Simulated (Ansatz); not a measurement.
`C=CC[SiH3]` → `C=C[SiH3]` + `[CH2]` (triplet) at 500 K and 1 bar (formal loss of a carbene).

Computed with Ansatz on PBE0-D4/def2-TZVP structures; ΔE is electronic, products minus reactants. CBS: MP2 limit from def2 TZ/QZ plus the TZ coupled-cluster correction, frozen cores. This one scheme is used for every species. Triplets are unrestricted, without spin–orbit coupling. Each species was taken in one conformer, which may not be the lowest.

```csv
species,CCSD(T)/CBS energy (Eh),H − E (kJ/mol),S (J/(mol·K))
`C=CC[SiH3]`,-408.02402,292.6,382.1
`C=C[SiH3]`,-368.76077,209.7,334.4
`[CH2]` (triplet),-39.09499,62.7,213.9
```

H − E and S are ideal-gas, rigid-rotor, harmonic terms from PBE0-D4/def2-TZVP, for one conformer and one mirror image of each species, with the whole ground term of open shells counted as degenerate. 1 Eh = 2625.50 kJ/mol, R = 8.31446 J/(mol·K).

Problem. By hand: ΔE, ΔH, ΔS and ΔG.

Solution. ΔE = (-368.76077) + (-39.09499) − (-408.02402) = 0.16826 Eh = 441.8 kJ/mol. Δ(H − E) = 209.7 + 62.7 − 292.6 = -20.2, so ΔH = 421.6 kJ/mol. ΔS = 334.4 + 213.9 − 382.1 = 166.2 J/(mol·K). ΔG = 421.6 − 500 × (166.2)/1000 = 338.5 kJ/mol.

Problem. By hand: the equilibrium constant, and the temperature at which ΔG would vanish if ΔH and ΔS stayed fixed.

Solution. log₁₀ K = −ΔG/(RT ln 10) = -35.4. ΔG = 0 at ΔH/ΔS = 2537 K, far beyond where these terms or the molecules hold.

The number of gas molecules changes by +1, which sets the sign of ΔS. A doubt of 5 kJ/mol in ΔE shifts log₁₀ K by 0.5 here. Other conformers and mirror images would add mixing entropy, several J/(mol·K) or more a flexible species. A triplet takes part, so the spin changes. These are equilibria of isolated gas molecules and say nothing of rates. Largest T1 diagnostic: 0.011 (customary marks: 0.02 for closed shells, 0.045 for open ones).
